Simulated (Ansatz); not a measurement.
**Bend profile**

CHOTe (SMILES O=[C][TeH]), doublet, at its PBE0-D4/def2-TZVP minimum:

```
atom    x (Å)    y (Å)    z (Å)
  O1  -1.1279   0.3408   1.6397
  C2  -0.3521  -0.1159   0.9436
 Te3   0.1826   0.4965  -1.3373
  H4   1.2973  -0.7214  -1.2461
```

The angle Te3–C2–O1 (128.7° at the minimum) is set to the values below, Te3, with anything bonded beyond it, turning rigidly in the plane of the angle. Each method's energies count from its own value at the PBE0-D4 minimum structure. Program: Ansatz 0.2.0. Basis: def2-TZVPP. Cores are frozen in the correlated methods; orbitals are unrestricted. Filled d shells of the heavier atoms are correlated. Core potentials replace the inner electrons of the atoms past krypton. The def2 sets are not built for correlating such inner shells, so the correlated values are less sure here. B3LYP uses VWN-RPA correlation.

CCSD(T) energies along the scan:
```json
{"angle (°)": "98.7", "CCSD(T) (kJ/mol)": "35.1"}
{"angle (°)": "106.2", "CCSD(T) (kJ/mol)": "18.9"}
{"angle (°)": "113.7", "CCSD(T) (kJ/mol)": "8.1"}
{"angle (°)": "121.2", "CCSD(T) (kJ/mol)": "2.0"}
{"angle (°)": "128.7", "CCSD(T) (kJ/mol)": "0.0"}
{"angle (°)": "136.2", "CCSD(T) (kJ/mol)": "1.7"}
{"angle (°)": "143.7", "CCSD(T) (kJ/mol)": "6.7"}
{"angle (°)": "151.2", "CCSD(T) (kJ/mol)": "14.1"}
{"angle (°)": "158.7", "CCSD(T) (kJ/mol)": "23.0"}
```
They count from the CCSD(T) energy at the PBE0-D4 minimum.

Minimum and curvature along this coordinate at CCSD(T): A fifth-order fit through the nearest points gives 128.8°, with a curvature of about 0.68 meV/deg².

Largest difference from the CCSD(T) curve over the scan: r2SCAN-D4 4.6; PBE0-D4 3.4; B3LYP-D4 3.1; wB97M-V 4.2 kJ/mol. Each curve counts from its own value at the minimum.

No T1 diagnostic of these runs exceeds 0.018. ⟨S²⟩ of the unrestricted Hartree–Fock references: 0.79 to 0.80 (a pure state has 0.75). The unrestricted reference is spin-contaminated, which hurts MP2 most.

For scale, one of the runs: CCSD(T)/def2-TZVPP, 126 basis functions (an equivalent command: `ansatz run in.yaml --threads 2`). The run took 43 s on 2 CPU threads (shared host), with 1.8 GiB of host memory at its peak.
